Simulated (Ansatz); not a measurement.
Consider the redistribution: `[CH3][Zr]([OH])([OH])[OH]` + `Cl[SiH2]BBr` → `[OH][Zr]([OH])([OH])[Br]` + `CB[SiH2]Cl`.

Calculated with Ansatz (gas phase, PBE0-D4/def2-TZVP geometries, no zero-point term in ΔE). CBS: MP2 limit from def2 TZ/QZ plus the TZ coupled-cluster correction, frozen cores. Functionals use def2-TZVPP. Elements past krypton have def2 core potentials. For Br, Zr outer-core shells are correlated without core-valence functions, which leaves a few kJ/mol of doubt a bond. Scalar relativity is left out up to krypton. Each species was taken in one conformer, which may not be the lowest.

| level | ΔE (kcal/mol) |
| --- | --- |
| BLYP | -30.3 |
| MP2/def2-TZVPP | -31.0 |

(1) What does CCSD(T)/CBS give? (Best estimate.)

Largest T1 diagnostic among the species: 0.016.

Answers

(1) Computed: -30.0 kcal/mol. The listed levels differ from it by -0.3, -1.0 kcal/mol.

Leaving LDA and LC-ωPBE aside and taking each functional with its dispersion term where it has one, the values, not all of them listed here, spread over 4.0 kcal/mol, from BHLYP-D4 to revPBE-D4. LDA lies −0.8 kcal/mol from PBE without D4. In def2-TZVPP, CCSD(T) changes the Hartree–Fock value by +6.1 kcal/mol (the triples alone add +0.6 kcal/mol) and MP2 by +5.6 kcal/mol.
